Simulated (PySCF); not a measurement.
Diatomics of Se with the second period

CCSD(T) with double-zeta basis sets in PySCF, for the lowest determinant that a PBE0 search found; no spin–orbit coupling. De refers to high-spin ground-configuration atoms.

```csv
M,basis,"reference, frozen orbitals",state (unpaired electrons),Re (Å),ωe (cm⁻¹),De (eV)
Li,def2-SVP,"UHF, 9",doublet (π ↑),2.295,509,2.49
Be,def2-SVP,"RHF, 9",singlet (closed shell),1.910,807,2.02
B,jorge-DZP-DKH,"ROHF, 10",doublet (σ ↑),1.732,1010,4.77
C,def2-SVP,"RHF, 10",singlet (closed shell),1.689,1042,5.77
N,cc-pVDZ-PP/cc-pVDZ,"UHF, 5",doublet (π ↑),1.685,901,2.83
O,aug-pcseg-1,"ROHF, 10",triplet (π ↑↑),1.693,856,3.89
F,def2-SVP,"UHF, 10",doublet (π ↑),1.770,676,2.76
```

The shortest bond is that of SeN (1.685 Å), the longest that of LiSe (2.295 Å). CSe is bound most strongly (5.77 eV) and BeSe least (2.02 eV).

The rows differ in basis set, which adds steps of its own.

The state changes along the series, so neighbouring rows are not always alike in their bonding.

Correlated steps freeze the inner cores (5 to 10 orbitals); shallow outer-core shells are correlated. UHF and ROHF references stand side by side, which adds small steps between rows. Correlated levels converge slowly with the basis: in double zeta they bind strong bonds too weakly, by up to about 1 eV, and carry superposition errors of some tenths. Spin–orbit coupling is left out. Where the molecule has an RHF reference, its open-shell atoms are computed with UHF. The CCSD T1 diagnostic is raised in BeSe, CSe, a sign that a single reference may not be enough there. States were picked by a PBE0 search and need not be the measured ground states.
